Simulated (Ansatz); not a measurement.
Reaction (redistribution): `F[SiH2]O[SiH2]Cl` + `O[SiH2][SiH](Cl)Cl` → `Cl[SiH2][SiH](Cl)Cl` + `O[SiH2]O[SiH2]F`

Calculated with Ansatz (gas phase, PBE0-D4/def2-TZVP geometries, no zero-point term in ΔE). CCSD(T)/CBS is the MP2 limit (def2-TZVPP, def2-QZVPP) plus CCSD(T) − MP2 in def2-TZVPP, frozen cores. Functionals use def2-TZVPP. B3LYP here is the variant with VWN-RPA as its local correlation; programs differ in this. HSE06 is defined as in plane-wave codes. One conformer a species, not always the lowest.

`F[SiH2]O[SiH2]Cl`:

```xyz
9

F     2.305   -0.506   -0.557
Si    1.350    0.744   -0.311
O     0.026    0.252    0.492
Si   -1.323   -0.654    0.511
Cl   -2.039   -0.882   -1.396
H     0.979    1.291   -1.631
H     2.071    1.705    0.545
H    -1.020   -1.999    1.042
H    -2.349    0.049    1.305
```

`O[SiH2][SiH](Cl)Cl`:

Z-matrix (Å, degrees):
```
Si
Si 1 2.346
O 1 1.648 2 109.7
H 1 1.489 2 106.6 3 122.4
H 1 1.482 2 111.3 3 -117.7
Cl 2 2.064 1 105.9 3 -46.5
Cl 2 2.053 1 110.1 3 -164.8
H 2 1.481 1 117.6 3 72.2
H 3 0.959 1 117.2 2 52.7
```

`Cl[SiH2][SiH](Cl)Cl`:

Cartesian coordinates in Å:
```
Cl -1.471 1.282 -1.810
Si -1.181 0.193 -0.090
Si 1.093 -0.320 0.073
Cl 2.162 1.419 0.228
Cl 1.355 -1.449 1.767
H -1.993 -1.046 -0.172
H -1.603 1.007 1.075
H 1.638 -1.085 -1.070
```

`O[SiH2]O[SiH2]F`:

Cartesian coordinates in Å:
```
O -0.931 0.189 -2.199
Si -1.123 0.428 -0.593
O 0.302 0.298 0.201
Si 1.268 -0.565 1.170
F 1.143 -0.009 2.657
H -0.500 0.871 -2.715
H -2.044 -0.637 -0.141
H -1.637 1.790 -0.317
H 0.851 -1.985 1.196
H 2.670 -0.379 0.743
```

| level | ΔE (kJ/mol) | difference from CCSD(T)/CBS |
| --- | --- | --- |
| LDA (SPW92) | -10.3 | 1.3 |
| PBE-D4 | -9.4 | 2.2 |
| revPBE-D4 | -8.6 | 3.0 |
| BLYP-D4 | -8.5 | 3.1 |
| B97M-V | -10.8 | 0.8 |
| PBE0-D4 | -10.5 | 1.1 |
| B3LYP-D4 | -9.6 | 2.0 |
| r2SCANh-D4 | -10.6 | 1.0 |
| r2SCAN0-D4 | -11.2 | 0.4 |
| HSE06-D4 | -10.6 | 1.0 |
| BHLYP-D4 | -10.6 | 1.0 |
| CAM-B3LYP-D4 | -10.2 | 1.4 |
| ωB97X-V | -10.1 | 1.5 |
| ωB97M-V | -10.4 | 1.2 |
| B2PLYP | -11.2 | 0.4 |
| PBE | -10.1 | 1.5 |
| BLYP | -10.0 | 1.6 |
| r2SCAN | -10.3 | 1.3 |
| PBE0 | -11.1 | 0.5 |
| B3LYP | -10.7 | 0.9 |
| r2SCANh | -10.7 | 0.9 |
| r2SCAN0 | -11.3 | 0.3 |
| HSE06 | -11.1 | 0.5 |
| BHLYP | -11.4 | 0.2 |
| CAM-B3LYP | -10.8 | 0.8 |
| LC-ωPBE | -11.2 | 0.4 |
| HF/def2-SVP | -11.1 | 0.5 |
| MP2/def2-SVP | -12.9 | -1.3 |
| CCSD/def2-SVP | -12.7 | -1.1 |
| CCSD(T)/def2-SVP | -12.7 | -1.1 |
| MP2/def2-TZVPP | -12.1 | -0.5 |
| SCS-MP2/def2-TZVPP | -11.7 | -0.1 |
| CCSD/def2-TZVPP | -11.9 | -0.3 |
| CCSD(T)/def2-TZVPP | -11.8 | -0.2 |
| HF/def2-QZVPP | -12.0 | -0.4 |
| MP2/def2-QZVPP | -12.1 | -0.5 |
| SCS-MP2/def2-QZVPP | -11.6 | 0.0 |
| HF/CBS(def2) | -12.0 | -0.4 |
| MP2/CBS(def2) | -12.0 | -0.4 |
| CCSD/CBS(def2) | -11.8 | -0.2 |
| CCSD(T)/CBS | -11.6 | 0 |

Largest T1 diagnostic among the species: 0.012.

Leaving LDA and LC-ωPBE aside and taking each functional with its dispersion term where it has one, the values, not all of them listed here, spread over 3.5 kJ/mol, from PBE-QIDH to BLYP-D4.
